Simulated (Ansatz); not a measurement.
`[NH2][AlH][SeH]` + `[Cl][SnH2][Cl]` → `[Cl][SnH]([Cl])[SeH]` + `[NH2][AlH2]`  (formal exchange of groups at the Se–Al bond)

Isolated molecules relaxed with PBE0-D4/def2-TZVP in Ansatz; ΔE leaves out vibrations. CCSD(T)/CBS is the MP2 limit (def2-TZVPP, def2-QZVPP) plus CCSD(T) − MP2 in def2-TZVPP, frozen cores. This one scheme is used for every species. Functionals use def2-TZVPP. def2 core potentials past Kr. For Se, Sn outer-core shells are correlated without core-valence functions, which leaves a few kJ/mol of doubt a bond. Scalar relativity is left out up to krypton. Each species was taken in one conformer, which may not be the lowest.

CCSD(T)/CBS gives +40.5 kJ/mol.

(1) Another level gave +46.9 kJ/mol. Which?
A. revPBE/def2-TZVPP
B. r2SCANh/def2-TZVPP
C. BLYP-D4/def2-TZVPP
D. BLYP/def2-TZVPP

Largest T1 diagnostic among the species: 0.011.

Results:

(1) B. r2SCANh 46.9, BLYP 37.0, revPBE 41.4, BLYP-D4 32.0 kJ/mol.

From BLYP to BHLYP (50 % exact exchange), in def2-TZVPP and without D4, ΔE moves by +8.7 kJ/mol. Leaving LDA and LC-ωPBE aside and taking each functional with its dispersion term where it has one, the values, not all of them listed here, spread over 15.7 kJ/mol, from BLYP-D4 to PBE-QIDH. LDA lies +4.2 kJ/mol from PBE without D4. The D4 term adds −4.4 kJ/mol with B3LYP and −2.5 kJ/mol with PBE0; it sums over pairs of atoms, weighted by their polarisabilities, and B3LYP, whose exchange is more repulsive, gets the larger term.

B3LYP here is the variant with VWN-RPA as its local correlation; programs differ in this.
